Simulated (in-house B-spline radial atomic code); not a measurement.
Ar⁸⁺: [He] 2s2 2p6

Level of theory: Dirac-Kohn-Sham LDA PW92, spherical fractional occupations, Fermi nucleus of rms radius 3.4274 fm; calculated with a B-spline radial code for spherical atoms.

Screening seen three ways: the hydrogenic charge with the same mean radius, Z_r = [3n² - l(l+1)]/(2<r>), the one with the same energy, Z_e = n√(-2ε), and Slater's rules. Values are occupation-weighted means over j.

| shell | electrons | ε (eV) | <r> (bohr) | Z_r | Z_e | Slater |
| --- | --- | --- | --- | --- | --- | --- |
| 1s | 2 | -3285.2 | 0.0859 | 17.46 | 15.54 | 17.70 |
| 2s | 2 | -459.92 | 0.4098 | 14.64 | 11.63 | 13.85 |
| 2p | 6 | -395.1 | 0.3697 | 13.52 | 10.78 | 13.85 |

The least bound orbital is 2p3/2 at -394.3 eV, while the most diffuse is 2s1/2 (<r> = 0.4098 bohr against 0.3705 bohr): energy order and size order differ.

Spin-orbit splittings of the orbital energies (j = l + 1/2 above j = l - 1/2 when positive): 2p 2.309 eV.

For the 1s electron the small component carries 0.41 % of the norm, the zero-frequency Breit interaction raises the level by 2.515 eV, self-energy by 1.151 eV, and vacuum polarisation lowers it by 0.08061 eV.
